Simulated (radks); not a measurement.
Values are calculated unless marked as measured or tabulated.
Spherical quantum dot in the effective-mass picture: electrons in a parabolic well V = omega^2 r^2 / 2 with omega = 2.69, with a point charge +1 (a donor) at the centre, all in effective atomic units (hartree* = m*/eps^2 hartree, bohr* = eps/m* bohr), one dielectric constant everywhere. Level of theory: non-relativistic Kohn-Sham, PBEsol, spin-polarised, spherical densities (a radial shooting solver with Libxc functionals). Levels are named by radial order and angular momentum (1s, 1p, 1d, 2s, ...), and open shells are averaged over m. Results are scaled to m* = 0.069 and eps = 16.6, for which hartree* = 6.814 meV and bohr* = 12.73 nm.

N = 27, configuration 1s2 1p6 1d10 2s2 1f(up 7, down 0). This is the lowest configuration that the search found. Occupied and some empty levels:

level,occupation,eigenvalue (meV),<r> (nm)
1s up,1,157.07,10.53
1s down,1,157.41,10.35
1p up,3,169.39,14.85
1p down,3,170.14,14.69
2s up,1,179.27,15.30
2s down,1,180.05,15.34
1d up,5,180.77,17.43
1d down,5,181.75,17.34
1f up,7,192.68,19.38
1f down,0,193.77,19.35
2p up,0,194.16,17.29
2p down,0,194.90,17.36
1g up,0,205.26,21.00
1g down,0,206.39,21.01
2d up,0,208.11,19.21
2d down,0,208.84,19.26

Energy (meV): total 3202.36, kinetic 563.27, external 1089.7, Hartree 1697.2, exchange-correlation -147.77.
